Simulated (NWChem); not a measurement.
System: CH2FNO2Si; SMILES C(O[Si@H](F)O)#N

```xyz
8

N     -0.2549     2.9245    -0.1014
C      0.1537     1.8467     0.0695
O      0.6502     0.6695     0.2811
Si     0.0086    -0.7780    -0.3359
O      0.9815    -1.9673     0.1947
F     -1.4768    -0.8711     0.2427
H      0.0014    -0.7629    -1.7985
H      1.1719    -2.0497     1.1401
```
Atoms are numbered in this order, from 1.

Computed with NWChem. Structure relaxed at the B3LYP/6-31G* (spherical d) level. Level: M05-2X/def2-SVP with SMD (1 M gas to 1 M solution), gas-phase geometry. Reactions with the solvent are ignored.

| solvent | dielectric constant | solvation free energy (kcal/mol) | cavity-dispersion-structure term (kcal/mol) | dipole in solution (D) |
|---|---|---|---|---|
| water | 78.4 | -5.6 | 5.9 | 5.10 |
| cyclohexane | 2.02 | -2.4 | 1.5 | 4.63 |
| dimethyl sulfoxide | 46.8 | -5.8 | 2.4 | 5.07 |
| 1-octanol | 9.86 | -5.8 | 4.3 | 5.02 |
| diethyl ether | 4.24 | -5.5 | 0.8 | 4.86 |
| acetone | 20.5 | -6.9 | 1.5 | 5.06 |
| ethanol | 24.9 | -7.0 | 3.9 | 5.08 |
